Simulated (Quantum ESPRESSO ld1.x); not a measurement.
Input file for ld1.x (Quantum ESPRESSO 7.5):

```
 &input
    atom='Hf',
    iswitch=1,
    rel=1,
    dft='SLA-VWN',
    config='[Ar] 3d3 4s0 4p0',
    verbosity='high',
    prefix='ld1',
    max_out_wfc=37,
    file_charge='ld1.rho',
 /
```

Command: `OMP_NUM_THREADS=1 ld1.x < ld1.in > ld1.out`

It prints (banner and zero overlaps left out):

```
     Program LD1 v.7.5 starts

     --------------------------- All-electron run ----------------------------

     scalar relativistic calculation

     atomic number is 72.00
     dft =SLA-VWN   lsd =0 sic =0 latt =0  beta=0.20 tr2=1.0E-14
     Exchange-correlation= SLA-VWN
                           (   1   2   0   0   0   0   0)
     mesh =2111 r(mesh) =  99.81654 a.u. xmin = -8.00 dx = 0.00800
     1 Ry =  13.60569312 eV, c = 137.03599908

     n l     nl                  e(Ry)          e(Ha)          e(eV)
     1 0     1S 1( 2.00)   -5039.181156778   -2519.590578389 -68561.5524103
     2 0     2S 1( 2.00)   -1058.934365952    -529.467182976 -14407.5360205
     2 1     2P 1( 6.00)    -960.415816062    -480.207908031 -13067.1228638
     3 0     3S 1( 2.00)    -397.756390400    -198.878195200  -5411.7513855
     3 1     3P 1( 6.00)    -368.294946524    -184.147473262  -5010.9080212
     3 2     3D 1( 3.00)    -338.496108213    -169.248054106  -4605.4741717
     4 0     4S 1( 0.00)    -204.572006244    -102.286003122  -2783.3439385
     4 1     4P 1( 0.00)    -192.811277718     -96.405638859  -2623.3310753

     final scf error:  9.5E-15 reached in  23 iterations

     Etot =  -25370.788047 Ry,  -12685.394024 Ha, -345187.156458 eV

     Ekin =   28198.018511 Ry,   14099.009256 Ha,  383653.586541 eV
     Encl =  -56721.675434 Ry,  -28360.837717 Ha, -771737.709384 eV
     Eh   =    3508.369230 Ry,    1754.184615 Ha,   47733.795108 eV
     Exc  =    -355.500354 Ry,    -177.750177 Ha,   -4836.828724 eV
```

Run on one thread of a shared host, so times are rough (Intel(R) Xeon(R) Processor @ 2.60GHz): 0.58 s of CPU time, 0.61 s wall, 23 iterations on 2111 mesh points.
